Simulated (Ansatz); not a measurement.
Consider the ligand exchange at the Si–Cl bond: `F[Si]([SiH3])(Cl)Br` + H–F → `F[Si](F)([SiH3])Br` + HCl.

Calculated with Ansatz (gas phase, PBE0-D4/def2-TZVP geometries, no zero-point term in ΔE). CCSD(T)/CBS adds triple-zeta CCSD(T) − MP2 to the extrapolated MP2 energy (def2 sets, frozen cores). This one scheme is used for every species. Functionals use def2-TZVPP. HSE06 is defined as in plane-wave codes. For Br outer-core shells are correlated without core-valence functions, which leaves a few kJ/mol of doubt a bond. Scalar relativity is left out up to krypton.

```csv
level,ΔE (kJ/mol)
HSE06-D4,-37.6
BLYP,-55.6
```

**Question.** What does CCSD(T)/CBS give? (Estimate.)

**Answer.** Ansatz gave: -43.3 kJ/mol. The listed levels differ from it by 5.7, -12.3 kJ/mol.

Largest T1 diagnostic among the species: 0.011.

Leaving LDA and LC-ωPBE aside and taking each functional with its dispersion term where it has one, the values, not all of them listed here, spread over 19.8 kJ/mol, from CAM-B3LYP-D4 to revPBE-D4. The D4 term adds +7.5 kJ/mol with B3LYP and +4.0 kJ/mol with PBE0; it sums over pairs of atoms, weighted by their polarisabilities, and B3LYP, whose exchange is more repulsive, gets the larger term.

CCSD(T)/CBS has its own doubt, a few kJ/mol and more with outer-core shells, so smaller differences from it don't rank the levels.

B3LYP here is the variant with VWN-RPA as its local correlation; programs differ in this.
